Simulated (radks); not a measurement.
The numbers below are computed, except where a source is named.
Task: All-electron atom: Sc+ in [Ar] 3d1 4s1. Level of theory: Dirac Kohn-Sham, RPBE, spin-unpolarised, spherical densities, point nucleus; open shells fill j = l - 1/2 first (a radial shooting solver on a logarithmic mesh with Libxc functionals). Some entries of the table are withheld. Estimate them.

orbital,occ.,eigenvalue (eV),<1/r> (bohr^-1)
1s1/2,2,(1),20.78
2s1/2,2,-481.3664,4.310
2p1/2,2,-398.1821,(2)
2p3/2,4,-393.5404,(3)
3s1/2,2,-62.0785,1.304
3p1/2,2,-40.9444,(4)
3p3/2,4,-40.4372,(5)
3d3/2,1,-9.8899,(6)
3d5/2,0,-9.8569,(7)
4s1/2,1,-9.5977,0.3823

Result: 
(1) 1s1/2 eigenvalue (eV): -4404.438
(2) 2p1/2 <1/r> (bohr^-1): 4.236
(3) 2p3/2 <1/r> (bohr^-1): 4.187
(4) 3p1/2 <1/r> (bohr^-1): 1.179
(5) 3p3/2 <1/r> (bohr^-1): 1.169
(6) 3d3/2 <1/r> (bohr^-1): 0.8026
(7) 3d5/2 <1/r> (bohr^-1): 0.8005
